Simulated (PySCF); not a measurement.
# Ionisation energy of V by level of theory

V [Ar] 3d3 4s2 (4F) → V⁺ [Ar] 3d4 (5D), as a difference of total energies. Computed with PySCF 2.14 in def2-QZVPPD, with no relativity, point nucleus. Correlated levels: valence: [Ar] frozen. The calculations carry no spin-orbit coupling.

```csv
method,ionisation energy (eV)
UHF,5.922
MP2 (valence),6.303
SCS-MP2 (valence),6.832
CCSD (valence),6.522
CCSD(T) (valence),6.571
```

How much does correlation contribute at CCSD(T) (valence)?

6.571 − (5.922) = 0.649 eV, measured against UHF.

These non-relativistic numbers lack the scalar-relativistic shift.

Errors of the correlated levels include the incompleteness of this basis and the frozen core.

For comparison: 6.732 eV (measured; NIST levels, between the centres of gravity of the two terms).
